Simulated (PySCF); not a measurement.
B(F)2(SH) (BF2HS), SMILES FB(F)S. Geometry optimised at ωB97X-D3(BJ)/def2-SVP. Other conformers were not sampled.

TDA-B3LYP/def2-SVPD (PySCF) puts the lowest singlet excitations at 6.62, 7.29, 7.37, 8.21, 8.47, 8.59 eV.

Q: What are the lowest excitation roots from ADC(2)/aug-cc-pVDZ run with PySCF? (Estimate from the structure and the level; the computed values follow.)

A: 6.89, 7.67, 7.78, 8.65, 8.84, 8.87 eV. S1 differs by 0.27 eV (second minus first; roots are paired by order, and the bases may differ).
